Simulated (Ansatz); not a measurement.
As₂S⁻. Charge -1, multiplicity 2. Geometry PBE0-D4/def2-TZVP, that of the neutral singlet; atoms count from 1.

```xyz
3

As    0.135    0.873   -0.936
As   -0.371   -1.187   -0.341
S     0.237    0.314    1.277
```

The highest occupied level of the charge -1 doublet lies above zero (up to 0.32 eV). Its loss leaves the charge 0 singlet, which lies 1.54 eV higher (vertical, at PBE0-D4/def2-TZVPD), but this difference is unsure: the singlet is doubtful (at the level of its geometry, restricted singlet, unstable towards broken spin symmetry). The structure comes from a short search, and lower isomers may exist.

**Question.** Estimate the Mulliken populations from the PBE0/def2-TZVPD orbitals of Ansatz.

**Answer.** 
| atom | charge (e) | spin (α − β) |
| --- | --- | --- |
| As1 | -0.22 | 0.52 |
| As2 | -0.23 | 0.52 |
| S3 | -0.55 | -0.04 |
Mulliken values and Mayer orders depend strongly on the basis. With diffuse functions, as here, like atoms can get unlike values, and bond orders can come out too low or too high.

**Question.** Where does the spin sit?

**Answer.** Summed by element: As 1.04, S -0.04, of 1 unpaired in all. Largest on single atoms: As1 0.52, As2 0.52, S3 -0.04.

**Question.** And the Mayer bond orders between bonded heavy atoms (over 0.3)?

**Answer.** As1–As2 1.54 (2.20 Å); As1–S3 1.08 (2.28 Å); As2–S3 1.08 (2.29 Å).
